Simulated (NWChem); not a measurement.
Everything below was run with NWChem. System: ClLi, charge 0, spin multiplicity 1, at a geometry optimised with PBE0/def2-SVP. The structure started from a generated list of species. Level: MP2/def2-QZVP, 5 core orbitals frozen.

Part of the output:

```
             Northwest Computational Chemistry Package (NWChem) 7.3.0
             --------------------------------------------------------

                                NWChem Input Module
                                -------------------

 Scaling coordinates for geometry "geometry" by  1.889725989
 (inverse scale =  0.529177249)

 Turning off AUTOSYM since
 SYMMETRY directive was detected!

                             Geometry "geometry" -> ""
                             -------------------------

 Output coordinates in angstroms (scale by  1.889725989 to convert to a.u.)

  No.       Tag          Charge          X              Y              Z
 ---- ---------------- ---------- -------------- -------------- --------------
    1 Li                   3.0000     0.00000000     0.00000000    -1.70316400
    2 Cl                  17.0000     0.00000000     0.00000000     0.30055800

 Effective nuclear repulsion energy (a.u.)      13.4689541259

            Nuclear Dipole moment (a.u.)
            ----------------------------
        X                 Y               Z
 ---------------- ---------------- ----------------
     0.0000000000     0.0000000000    -0.0000113384

      Symmetry information
      --------------------

 Group name             C2v
 Group number             16
 Group order               4
 No. of unique centers     2

      Symmetry unique atoms

     1    2


 Summary of "ao basis" -> "" (spherical)
 ------------------------------------------------------------------------------
       Tag                 Description            Shells   Functions and Types
 ---------------- ------------------------------  ------  ---------------------
 *                         def2-qzvp                  on all atoms

 Summary of "ao basis" -> "ao basis" (spherical)
 ------------------------------------------------------------------------------
       Tag                 Description            Shells   Functions and Types
 ---------------- ------------------------------  ------  ---------------------
 Li                        def2-qzvp                13       35   6s4p2d1f
 Cl                        def2-qzvp                22       70   9s6p4d2f1g

                                 NWChem SCF Module
                                 -----------------

  ao basis        = "ao basis"
  functions       =   105
  atoms           =     2
  closed shells   =    10
  open shells     =     0
  charge          =   0.00
[...]
    Atom       Charge   Shell Charges
 -----------   ------   -------------------------------------------------------
    1 Li   3     2.46   1.74  0.00  0.25  0.10  0.00  0.00  0.20  0.06  0.01  0.00  0.04  0.04  0.01
    2 Cl  17    17.54   1.64  0.01  0.28  0.31  1.08  0.61  0.41  1.11  0.47  5.83 -0.00  0.67  1.95  2.30  0.86  0.00  0.00  0.00  0.01  0.00  0.00  0.00

       Multipole analysis of the density wrt the origin
       ------------------------------------------------

     L   x y z        total         open         nuclear
     -   - - -        -----         ----         -------
     0   0 0 0     -0.000000      0.000000     20.000000

     1   1 0 0      0.000000      0.000000      0.000000
     1   0 1 0      0.000000      0.000000      0.000000
     1   0 0 1     -2.823335      0.000000     -0.000011

     2   2 0 0    -12.169904      0.000000      0.000000
     2   1 1 0     -0.000000      0.000000      0.000000
     2   1 0 1     -0.000000      0.000000      0.000000
     2   0 2 0    -12.169904      0.000000      0.000000
     2   0 1 1     -0.000000      0.000000      0.000000
     2   0 0 2     -1.883990      0.000000     36.560555

                   NWChem MP2 Semi-direct Energy/Gradient Module
                   ---------------------------------------------

  Basis functions       =    105
  Molecular orbitals    =    105
  Frozen core           =      5
  Frozen virtuals       =      0
  Active alpha occupied =      5
  Active beta occupied  =      5
  Active alpha virtual  =     95
  Active beta virtual   =     95
  Use MO symmetry       = T
  Use skeleton AO sym   = T

  AO/Fock/Back tols     =   1.0D-09  1.0D-09  1.0D-09

 GA uses MA = F    GA memory limited = T

 Available:
  local mem=  1.26D+08
 global mem=  1.44D+08
 local disk=  0.00D+00
  mp2_memr nvloc                    95
  nvloc new                    95
   1 passes of   5:        7340032                      61735                   8943418.
   1 passes of   5: M    126148165           G      144157150           F     118808133.

 Semi-direct pass number   1 of   1  for RHF alpha+beta  at        4.2s
  vrange nnbf                  5526
  mp2_eaftype                    34  avail_ma_in_mb                  1099
 EAF : mp2_eaftype filesize          34    4471709.
  mp2_eaf for mointskh                     34
Node 0 wrote     21.0 Mb in      0.0 s     Agg I/O rate:  1642.8 Mb/s
 Done moints_semi at       12.1s
  mp2_eaftype                    34  avail_ma_in_mb                  1065
 EAF : mp2_eaftype filesize          34    4471709.
  mp2_eaf for kh                    34
 Done maket at       12.3s
 Done multipass loop at       12.3s

          -------------------------------------------
          SCF energy                -467.055276284652
          Correlation energy          -0.255040885310
          Singlet pairs               -0.174291689926
          Triplet pairs               -0.080749195384
          Total MP2 energy          -467.310317169962
          -------------------------------------------

          ---------------------------------------------------
                    Spin Component Scaled (SCS) MP2
          Same spin pairs                     -0.053832796923
          Same spin scaling factor             0.333333333333
          Opposite spin pairs                 -0.201208088388
          Opposite spin scaling fact.          1.200000000000
          SCS-MP2 correlation energy          -0.259393971706
          Total SCS-MP2 energy              -467.314670256358
          ---------------------------------------------------

 -----------------------
 Performance information
 -----------------------

 Timer overhead =  2.75D-07 seconds/call

               Nr. of calls         CPU time (s)                 Wall time (s)                GFlops
             ---------------    -------------------     ------------------------------   -------------------
Name         Min   Avg   Max    Min     Avg     Max     Min     Avg     Max   Mx/calls   Min     Max     Sum
mp2: moin     1     1     1    7.9     7.9     7.9      7.9     7.9     7.9     7.9      0.0     0.0     0.0
mp2: make     1     1     1   0.16    0.16    0.16     0.16    0.16    0.16    0.16      0.0     0.0     0.0
mp2: tota     1     1     1    8.3     8.3     8.3      8.3     8.3     8.3     8.3      0.0     0.0     0.0

 The average no. of pstat calls per process was 3.00D+00
 with a timing overhead of 8.25D-07s

 Task  times  cpu:       12.3s     wall:       12.3s

 Total times  cpu:       12.3s     wall:       12.3s
```

Write an NWChem input that would produce this output.

Several could match; the one computed here: 
```
start mol
memory heap 200 mb stack 900 mb global 1100 mb
geometry units angstroms nocenter noautoz
  Li     0.000000     0.000000    -1.703164
  Cl     0.000000     0.000000     0.300558
  symmetry group C2v
end
basis spherical
  * library def2-qzvp
end
scf
  rhf
  nopen 0
  maxiter 100
  thresh 1e-7
  semidirect memsize 60000000 filesize 0
end
mp2
  freeze core 5
end
task mp2 energy
```
